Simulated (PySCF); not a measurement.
AsH₂, SMILES [AsH2], multiplicity 2. Geometry optimised at PBE0-D3(BJ)/def2-TZVPD. The isomer is the one that the SMILES or the coordinates give; other isomers of the formula were not compared.

Computed equilibrium geometry at PBE0-D3(BJ)/def2-TZVPD (PySCF confirms it by a frequency run) as Cartesian coordinates in Å, and its point group:
point group C2v.
```xyz
3

As     0.0000     0.0000     0.0613
H      0.0000    -1.0866    -1.0107
H      0.0000     1.0866    -1.0107
```
Charge 0, spin multiplicity 2.
